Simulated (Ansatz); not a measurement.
Consider the ligand exchange at the Sn–I bond: `[F][SnH]([F])[I]` + H–F → `[F][SnH]([F])[F]` + HI.

Gas-phase electronic energies from Ansatz, PBE0-D4/def2-TZVP geometries. CCSD(T)/CBS adds triple-zeta CCSD(T) − MP2 to the extrapolated MP2 energy (def2 sets, frozen cores). This one scheme is used for every species. DFT in def2-TZVPP. def2 core potentials past Kr. For I, Sn outer-core shells are correlated without core-valence functions, which leaves a few kJ/mol of doubt a bond.

```tsv
level	ΔE (eV)
r2SCAN0-D4	0.63
BHLYP	0.54
```

(1) What does CCSD(T)/CBS give? (An estimate is asked.)

Largest T1 diagnostic among the species: 0.015.

Answers

(1) Computed: +0.66 eV. The listed levels differ from it by -0.03, -0.12 eV.

Leaving LDA and LC-ωPBE aside and taking each functional with its dispersion term where it has one, the values, not all of them listed here, spread over 0.25 eV, from B97M-V to HSE06-D4. LDA lies +0.06 eV from PBE without D4. From PBE to PBE0 (25 % exact exchange), in def2-TZVPP and without D4, ΔE moves by +0.07 eV. The D4 term adds +0.07 eV with B3LYP and +0.04 eV with PBE0; it sums over pairs of atoms, weighted by their polarisabilities, and B3LYP, whose exchange is more repulsive, gets the larger term.

B3LYP here is the variant with VWN-RPA as its local correlation; programs differ in this.
